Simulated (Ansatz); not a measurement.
C3H10FNSi, SMILES CC(C)(F)[SiH2]N.

Geometry optimised at B3LYP-D3(BJ)/def2-SVP. The structure was generated by enumeration, and PubChem lists no compound with its InChIKey, so it may never have been made. Other conformers were not sampled.

Two levels are set side by side: PBE/def2-SVPD (Ansatz, an electronic-structure program) and CAM-B3LYP/def2-SVPD (Ansatz). Energy differences of separate SCF runs at the same geometry; the states with an electron removed or added have multiplicity 2 and 2. Differences are taken from unrounded values.

```csv
quantity,CAM-B3LYP,PBE,PBE minus CAM-B3LYP
vertical ionisation energy (eV),9.40,8.74,-0.66
vertical singlet–triplet gap (eV),6.14,5.36,-0.78
```
